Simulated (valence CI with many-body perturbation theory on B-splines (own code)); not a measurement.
**Os71+: E2, E3, M1, M2 decay**

Calculated by configuration interaction combined with many-body perturbation theory (CI+MBPT): three valence electrons over a frozen Dirac-Fock core [He], a basis of 11 s, 11 p, 10 d, 8 f, 5 g, 2 h functions for each j, with the one-electron correlation potential Σ1 (screened to all orders), the two-electron term Σ2, the three-electron term Σ3, Breit, model QED; selected single and double excitations, second order for the rest, scaled by the run's own slope (own B-spline code, finite nucleus).

No measured spectrum was set against this ion. As an estimate, large intervals hold to a few tenths of a per cent, small ones and those within an open d or f shell to about a per cent.

Lines 1 to 48 of 48 in falling wavelength, among levels below 132610 × 10³ cm⁻¹, chosen from the decays that carry over 1 % of a level's rate. Wavelengths and rates use the calculated energies. Electric multipoles are in the length gauge, E1 and E2 with the static RPA response of the core. S is in atomic units (e²a₀⁴ for E2 and M2, e²a₀⁶ for E3), for M1 in squared Bohr magnetons. Weak lines are less certain than strong ones. Lines between different terms over intervals too small for the method are left out, as are lines whose strength nearly cancels. The highest levels of a list are the least certain.

Levels are named by their leading jj configuration (3d3/2^4 stands for four electrons in 3d with j = 3/2), which in mixed levels can hold well under half, so a name can repeat and another be missing. Letters in brackets count levels of one name in rising energy.

```
λ vac (nm)                          Upper                       Lower  Type   A (s⁻¹)  S (a.u.)
    0.7899     (2s 2p1/2 2p3/2) J=3/2 [a]          (2s 2p1/2^2) J=1/2    M1  2.19e+10  1.60e+00
    0.7697         (2s 2p1/2 2p3/2) J=5/2          (2s 2p1/2^2) J=1/2    E2  1.47e+08  2.13e-05
    0.7692         (2s 2p3/2 3d5/2) J=9/2      (2s 2p1/2 3d5/2) J=7/2    M1  2.02e+10  3.40e+00
    0.7500             (2s^2 2p3/2) J=3/2          (2s^2 2p1/2) J=1/2    M1  2.01e+10  1.25e+00
    0.1274     (2s 2p1/2 3p1/2) J=1/2 [a]  (2s 2p1/2 2p3/2) J=3/2 [a]    E2  2.85e+12  1.70e-05
    0.1271             (2s^2 3p1/2) J=1/2          (2s^2 2p3/2) J=3/2    E2  3.61e+12  2.13e-05
    0.1228         (2s 2p3/2 3p3/2) J=7/2          (2s 2p3/2^2) J=3/2    E2  1.20e+11  2.40e-06
    0.1214         (2s 2p3/2 3p3/2) J=7/2          (2s 2p3/2^2) J=5/2    E2  1.26e+12  2.38e-05
    0.1213     (2s 2p3/2 3p3/2) J=1/2 [b]          (2s 2p3/2^2) J=3/2    E2  2.20e+12  1.03e-05
    0.1210             (2s^2 3p3/2) J=3/2          (2s^2 2p3/2) J=3/2    E2  1.82e+12  1.68e-05
    0.1200     (2s 2p3/2 3p3/2) J=1/2 [b]          (2s 2p3/2^2) J=5/2    E2  6.99e+11  3.10e-06
    0.1193         (2s 2p3/2 3d5/2) J=9/2          (2s 2p3/2^2) J=5/2    M2  1.06e+11  2.28e-06
    0.1193         (2s 2p3/2 3d5/2) J=9/2          (2s 2p3/2^2) J=5/2    E3  6.54e+09  7.15e-07
    0.1047         (2s 2p3/2 3p3/2) J=7/2      (2s 2p1/2 2p3/2) J=5/2    E2  9.09e+11  8.18e-06
    0.1047         (2s 2p1/2 3p3/2) J=5/2          (2s 2p1/2^2) J=1/2    E2  2.05e+12  1.38e-05
    0.1044         (2s 2p3/2 3p3/2) J=7/2  (2s 2p1/2 2p3/2) J=3/2 [a]    E2  1.49e+12  1.31e-05
    0.1043     (2s 2p3/2 3p3/2) J=1/2 [b]  (2s 2p1/2 2p3/2) J=3/2 [b]    E2  2.08e+12  4.59e-06
    0.1042             (2s^2 3p3/2) J=3/2          (2s^2 2p1/2) J=1/2    E2  2.27e+12  9.94e-06
    0.1031         (2s 2p3/2 3d5/2) J=9/2      (2s 2p1/2 2p3/2) J=5/2    M2  4.36e+10  4.54e-07
    0.1031         (2s 2p3/2 3d5/2) J=9/2      (2s 2p1/2 2p3/2) J=5/2    E3  6.26e+09  2.47e-07
    0.1028         (2s 2p3/2 3d5/2) J=9/2  (2s 2p1/2 2p3/2) J=3/2 [a]    E3  1.28e+10  4.92e-07
    0.1023  (2p1/2 2p3/2 3d3/2) J=5/2 [a]      (2s 2p1/2 2p3/2) J=1/2    E2  3.76e+12  2.25e-05
    0.1022      (2p1/2 2p3/2 3d3/2) J=7/2  (2s 2p1/2 2p3/2) J=3/2 [b]    E2  5.52e+12  4.39e-05
    0.1019         (2s 2p1/2 3d3/2) J=5/2          (2s^2 2p1/2) J=1/2    E2  7.51e+12  4.42e-05
    0.1017          (2p1/2^2 3d3/2) J=3/2          (2s 2p1/2^2) J=1/2    E2  1.19e+13  4.63e-05
    0.1017  (2p1/2 2p3/2 3d3/2) J=5/2 [a]      (2s 2p1/2 2p3/2) J=5/2    E2  2.45e+12  1.43e-05
    0.1015      (2p1/2 2p3/2 3d3/2) J=7/2      (2s 2p1/2 2p3/2) J=5/2    E2  5.28e+12  4.07e-05
    0.1013  (2p1/2 2p3/2 3d3/2) J=3/2 [a]  (2s 2p1/2 2p3/2) J=3/2 [a]    E2  8.35e+12  3.18e-05
    0.1013  (2p1/2 2p3/2 3d3/2) J=5/2 [a]  (2s 2p1/2 2p3/2) J=3/2 [a]    E2  5.31e+12  3.04e-05
    0.1013  (2p1/2 2p3/2 3d3/2) J=1/2 [a]  (2s 2p1/2 2p3/2) J=3/2 [a]    E2  1.08e+13  2.06e-05
    0.1012          (2p3/2^2 3d5/2) J=7/2          (2s 2p3/2^2) J=3/2    E2  4.66e+12  3.53e-05
    0.1012      (2p1/2 2p3/2 3d3/2) J=7/2  (2s 2p1/2 2p3/2) J=3/2 [a]    E2  1.14e+12  8.62e-06
    0.1010          (2p3/2^2 3d5/2) J=1/2          (2s 2p3/2^2) J=3/2    E2  1.11e+13  2.09e-05
    0.1007     (2s 2p3/2 3d5/2) J=3/2 [a]          (2s^2 2p3/2) J=3/2    E2  1.91e+13  7.07e-05
    0.1005      (2p1/2 2p3/2 3d5/2) J=9/2      (2s 2p1/2 2p3/2) J=5/2    E2  1.26e+13  1.15e-04
    0.1003  (2p1/2 2p3/2 3d5/2) J=7/2 [a]  (2s 2p1/2 2p3/2) J=3/2 [a]    E2  1.13e+13  8.19e-05
    0.1002          (2p3/2^2 3d5/2) J=7/2          (2s 2p3/2^2) J=5/2    E2  7.84e+12  5.67e-05
    0.1002          (2p3/2^2 3d5/2) J=9/2          (2s 2p3/2^2) J=5/2    E2  1.27e+13  1.15e-04
    0.1002     (2s 2p3/2 3d5/2) J=7/2 [b]          (2s^2 2p3/2) J=3/2    E2  7.47e+12  5.40e-05
   0.08962          (2p1/2^2 4f7/2) J=7/2       (2p1/2^2 2p3/2) J=3/2    E2  8.12e+12  3.35e-05
   0.08960     (2s 2p1/2 4f7/2) J=7/2 [b]  (2s 2p1/2 2p3/2) J=3/2 [b]    E2  4.76e+12  1.96e-05
   0.08959         (2s 2p1/2 4f7/2) J=5/2      (2s 2p1/2 2p3/2) J=1/2    E2  5.59e+12  1.73e-05
   0.08911         (2s 2p1/2 4f7/2) J=9/2      (2s 2p1/2 2p3/2) J=5/2    E2  7.97e+12  4.00e-05
   0.08906     (2s 2p1/2 4f7/2) J=7/2 [a]  (2s 2p1/2 2p3/2) J=3/2 [a]    E2  5.99e+12  2.40e-05
   0.08894             (2s^2 4f7/2) J=7/2          (2s^2 2p3/2) J=3/2    E2  8.04e+12  3.20e-05
   0.07999     (2s 2p1/2 4f5/2) J=5/2 [b]          (2s 2p1/2^2) J=1/2    E2  4.50e+12  7.90e-06
   0.07999         (2s 2p1/2 4f5/2) J=3/2          (2s 2p1/2^2) J=1/2    E2  7.37e+12  8.62e-06
   0.07964             (2s^2 4f5/2) J=5/2          (2s^2 2p1/2) J=1/2    E2  6.26e+12  1.07e-05
```
